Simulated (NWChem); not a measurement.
dimethoxyethane (C₄H₁₀O₂); SMILES COCCOC

```xyz
16

C     -2.7166    -0.1497     0.4697
O     -1.4135     0.3221     0.3515
C     -0.7105    -0.2497    -0.7080
C      0.7105     0.2497    -0.7080
O      1.4135    -0.3221     0.3515
C      2.7166     0.1497     0.4697
H     -3.3207     0.0555    -0.4381
H     -3.1873     0.3615     1.3215
H     -2.7499    -1.2422     0.6555
H     -1.1818     0.0058    -1.6814
H     -0.6999    -1.3567    -0.6297
H      1.1818    -0.0058    -1.6814
H      0.6999     1.3567    -0.6297
H      3.3207    -0.0555    -0.4381
H      2.7499     1.2422     0.6555
H      3.1873    -0.3615     1.3215
```
Atoms are numbered in this order, from 1.

Results from NWChem. Pople sets run with spherical d functions. Coordinates come from a PBE0/def2-SVP optimisation. GIAO values for the isolated, static molecule; σ is the absolute isotropic shielding, δ = σ(reference) − σ with the isolated reference molecule computed at the same levels (13C: tetramethylsilane, 1H: tetramethylsilane, 17O: water).

For level B3LYP/6-311G**:

```yaml
"δ O2 (ppm)": 38.7
"δ H10 (ppm)": 3.20
"δ H11 (ppm)": 3.42
```

Task: How do the values read with level PBE0/pcSseg-1 instead?

Result: 
- δ O2 (ppm) = 24.5
- δ H10 (ppm) = 3.03
- δ H11 (ppm) = 3.29
